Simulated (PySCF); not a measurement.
Molecules (atom-mapped SMILES):
1. `[CH2:1]=[N:2][C:3](=[CH2:4])[F:5]`
2. `[CH3:1][O:2][C:3](=[O:4])[CH:5]([C:6]([F:7])([F:8])[F:9])[C:10]([F:11])([F:12])[F:13]`

Couplings at B3LYP/pcJ-1, PySCF 2.14, geometries PBE0-D3(BJ)/def2-SVP, gas phase, one conformer each, non-relativistic.

Question: List the couplings to ¹⁹F of 5 Hz or more (2 Hz over four bonds), one row for each set of pairs made equivalent by symmetry, fast rotation or ring inversion, averaged. Isotopes: ¹³C, ¹⁹F, ¹H, ¹⁵N, ¹⁷O; all four Ramsey terms are included.

Answer: 
```
molecule       pair  bonds  J (Hz)
       1     C3, F5      1  -371.6
       1     C4, F5      2    36.5
       1     N2, F5      2    14.7
       1  F5, H(C4)      3    36.3
       1     C1, F5      3    20.5
       1  F5, H(C1)      4     2.5
       2     C6, F7      1  -348.2
       2     F7, F8      2    61.8
       2     C5, F7      2    31.4
       2  F7, H(C5)      3     7.3
       2    F7, F11      4     9.5
       2     O2, F7      4    -2.5
```

One-bond C–F values run tens of Hz too large at this level.
